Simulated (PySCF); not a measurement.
C9H12BN.
Bonds: C1–C2 (double), C2–C3, C3–C4 (aromatic), C4–C5 (aromatic), C5–C6 (aromatic), C6–B7, B7–C8, B7–C9, C6–N10 (aromatic), N10–C11 (aromatic), C3–C11 (aromatic). Hydrogens: H12, H13 on C1; H14 on C2; H15 on C4; H16 on C5; H17, H18, H19 on C8; H20, H21, H22 on C9; H23 on C11.

Method: PBE0-D3(BJ)/def2-SVP geometry optimisation, gas phase (PySCF); density fitting, grid level 2; the optimiser is geomeTRIC in internal coordinates, started from a GFN2-xTB structure.

Step 0: E = -11672.7533 eV
```
atom  x, y, z in Å  |  force x, y, z in eV/Å
C1      4.4216    0.0564   -0.2181    0.141   0.010  -0.007
C2      3.4266    0.4444    0.5714   -0.298   0.003   0.045
C3      2.0054    0.2583    0.3257   -0.108  -0.022  -0.036
C4      1.4734   -0.3626   -0.8051   -0.024   0.060   0.105
C5      0.1034   -0.4806   -0.9308   -0.076   0.046   0.108
C6     -0.7508    0.0160    0.0641    0.032  -0.027  -0.067
B7     -2.3180   -0.0876   -0.0110   -0.365  -0.029   0.048
C8     -3.0065   -0.7396   -1.2721    0.063   0.170   0.475
C9     -3.1650    0.4381    1.2023    0.275   0.159  -0.486
N10    -0.2260    0.6130    1.1454   -0.465   0.124   0.265
C11     1.0746    0.7237    1.2652    0.113  -0.018  -0.047
H12     4.2607   -0.4523   -1.1533   -0.154  -0.298  -0.540
H13     5.4491    0.2381    0.0463    0.556   0.124   0.195
H14     3.6567    0.9520    1.5006    0.155   0.209   0.374
H15     2.1236   -0.7472   -1.5777    0.271  -0.159  -0.319
H16    -0.3154   -0.9600   -1.8027   -0.185  -0.217  -0.393
H17    -2.7748   -0.1731   -2.1739    0.175   0.266  -0.412
H18    -4.0894   -0.7945   -1.1944   -0.445  -0.005   0.061
H19    -2.6392   -1.7499   -1.4490    0.236  -0.445  -0.101
H20    -3.3500   -0.3969    1.8799   -0.060  -0.471   0.287
H21    -4.1427    0.8222    0.9193   -0.451   0.068  -0.201
H22    -2.6416    1.1917    1.7833    0.324   0.247   0.280
H23     1.4196    1.2177    2.1677    0.290   0.207   0.365
```

Question: Estimate the geometry and energy of step 1. (The exact step hangs on the optimiser's Hessian estimate; all steps are aligned on step 0, rigid shifts and turns removed.)

Answer: E = -11672.8220 eV, largest force 0.092 eV/Å
```
atom  x, y, z in Å  |  force x, y, z in eV/Å
C1      4.4395    0.0591   -0.2317    0.051  -0.033  -0.064
C2      3.4365    0.4333    0.5705    0.012   0.039   0.067
C3      2.0046    0.2548    0.3285    0.013   0.000   0.002
C4      1.4656   -0.3503   -0.8130    0.036  -0.019  -0.045
C5      0.0886   -0.4649   -0.9305   -0.009  -0.029  -0.051
C6     -0.7562    0.0234    0.0822   -0.064  -0.011  -0.006
B7     -2.3351   -0.0823   -0.0021    0.043   0.010   0.006
C8     -3.0016   -0.7696   -1.2528   -0.048  -0.050  -0.061
C9     -3.1891    0.4751    1.1817   -0.029   0.032   0.080
N10    -0.2295    0.6090    1.1767    0.010   0.025   0.025
C11     1.0822    0.7133    1.2876    0.005   0.014   0.040
H12     4.2686   -0.4403   -1.1906    0.008   0.017   0.030
H13     5.4805    0.2415    0.0467   -0.030  -0.003  -0.002
H14     3.6837    0.9292    1.5174   -0.013  -0.015  -0.029
H15     2.1202   -0.7290   -1.6034   -0.023   0.012   0.026
H16    -0.3428   -0.9363   -1.8176    0.007   0.011   0.036
H17    -2.7694   -0.1871   -2.1646   -0.001  -0.005   0.036
H18    -4.0960   -0.8510   -1.1824    0.004   0.004  -0.001
H19    -2.5951   -1.7798   -1.4396    0.016   0.044   0.019
H20    -3.3984   -0.3906    1.8446    0.006   0.014  -0.051
H21    -4.1734    0.8647    0.8778    0.009  -0.023  -0.023
H22    -2.6514    1.2083    1.7988    0.018  -0.018  -0.006
H23     1.4632    1.1964    2.1988   -0.022  -0.016  -0.030
```

The energy changes by -0.0687 eV. The first-order estimate −F·Δx gives -0.1388 eV and the mean of the old and new forces, exact on a quadratic surface, -0.0683 eV. The step makes an angle of 69° with the force vector and moves no atom by more than 0.067 Å.

The cost below is that of the whole optimisation. The run took 4.1 min on one thread, Arm Neoverse V1 (aarch64), shared host with 32 logical CPUs at a one-minute load of 17, and the process peaked at 0.99 GiB of memory.
